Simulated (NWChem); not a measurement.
## Correlation energy of HBF

SMILES: [BH]F
```xyz
3

B      0.6290    -0.3926     0.0000
F     -0.5341     0.1901     0.0000
H      1.6619     0.2522     0.0000
```
Charge 0, spin multiplicity 2.

The numbers come from NWChem runs, not from measurements. Structure: optimised with UPBE0/def2-SVP, a minimum by its harmonic frequencies.

Basis set: cc-pVTZ. Each correlation energy counts from its own Hartree-Fock reference.

The correlated methods keep 2 core orbitals frozen. The structure started from a generated list of species. The unpaired electrons of the parent sit in orbitals of symmetry a' (Cs labels of the run); other states weren't searched. No SCF solution was tested for a lower state. Open-shell Hartree-Fock references start from PBE0 orbitals. No row is a measurement; the coupled-cluster row has its own basis-set and correlation limits.

Problem. One of these methods gave a correlation energy of -339.4 mHa. Which?
A) SCS-UMP2
B) UMP2
C) CCSD on ROHF
D) CCSD(T) on ROHF

Solution. C, CCSD on ROHF. The others give -327.7 (UMP2), -349.7 (CCSD(T) on ROHF), -323.0 (SCS-UMP2).
